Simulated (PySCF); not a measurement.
Löwdin shares of the frontier orbitals

Species: C2H9ClOSi2.
Atom-mapped SMILES: `[CH3:1][O:2][CH2:3][SiH2:4][SiH2:5][Cl:6]` (hydrogens: H7, H8, H9 on C1; H10, H11 on C3; H12, H13 on Si4; H14, H15 on Si5)

Structure used (GFN2-xTB), in Å, numbered top down from 1:
```xyz
15
C2H9ClOSi2 angstrom
C      2.171    0.456    0.875
O      0.957    0.415    0.176
C      0.652   -0.856   -0.370
Si    -1.070   -0.584   -1.151
Si    -2.195    0.777    0.348
Cl    -2.416   -0.164    2.133
H      3.013    0.191    0.222
H      2.159   -0.234    1.728
H      2.297    1.476    1.234
H      0.641   -1.615    0.424
H      1.423   -1.156   -1.091
H     -0.875    0.071   -2.450
H     -1.642   -1.908   -1.438
H     -3.564    1.082   -0.086
H     -1.555    2.056    0.653
```

Computed with PySCF, TDDFT CAM-B3LYP/def2-SVPD, vertical, gas phase, core orbitals frozen in the response.

Frontier orbitals with the atoms that hold most of them (Löwdin shares over 4%, at most four atoms; ? is withheld):

```tsv
orbital	ε (eV)	atoms
LUMO+2	1.25	Si5 22%, Si4 14%, C1 12%, Cl6 8%
LUMO+1	0.93	Si4 28%, Si5 24%, H13 14%, H15 11%
LUMO	0.54	Si5 27%, Cl6 22%, Si4 20%, H14 6%
HOMO	?	?
HOMO-1	-9.40	?
HOMO-2	-10.08	Cl6 57%, Si5 19%, H15 11%, H14 10%
HOMO-3	-10.19	O2 27%, C3 25%, Si4 19%, C1 5%
```

Task: Which atoms hold the HOMO-1, and with what shares?

Result: Cl6 (bonded to Si) 28%; Si5 (bonded to Cl, Si and 2 H) 23%; Si4 (bonded to C, Si and 2 H) 22%; C3 (bonded to O, Si and 2 H) 7%. By element: silicon 45%, chlorine 28%, carbon 7% or more.

Task: Give the leading atoms of the HOMO.

Result: O2 (bonded to 2 C) 58%; C3 (bonded to O, Si and 2 H) 10%; C1 (bonded to O and 3 H) 10%; H11 (bonded to C) 5%. By element: oxygen 58%, carbon 20%, hydrogen 5% or more.

Task: What is the HOMO energy, and the HOMO–LUMO gap?

Result: ε(HOMO) = -9.26 eV; the gap is 9.80 eV (0.3601 hartree).

Task: How does S1 compare with the orbital gap of 9.80 eV?

Result: S1 is at 6.54 eV (f = 0.015), 3.25 eV below the gap, made of HOMO-1→LUMO (87%). Its leading pair isn't HOMO and LUMO; the energies of that pair differ by 9.94 eV. 

Task: One configuration dominates each of S1, S3 and S4. Which, and how do the shares of the two leading atoms of either orbital change from the occupied to the empty one?

Result: 
- S1 (6.54 eV, f 0.015), HOMO-1→LUMO (87%): Cl6 28% → 22%, Si5 23% → 27%
- S3 (7.16 eV, f 0.0009), HOMO-2→LUMO (86%): Cl6 57% → 22%, Si5 19% → 27%
- S4 (7.21 eV, f 0.048), HOMO-1→LUMO+1 (74%): Cl6 28% → at most 11%, Si5 23% → 24%, Si4 22% → 28%

Löwdin shares depend on the basis, the more so with diffuse functions.

Time: 77 s; peak memory 0.96 GiB. Hardware: an Arm Neoverse N1 with one thread, on a shared host.

One conformer stands for the species.
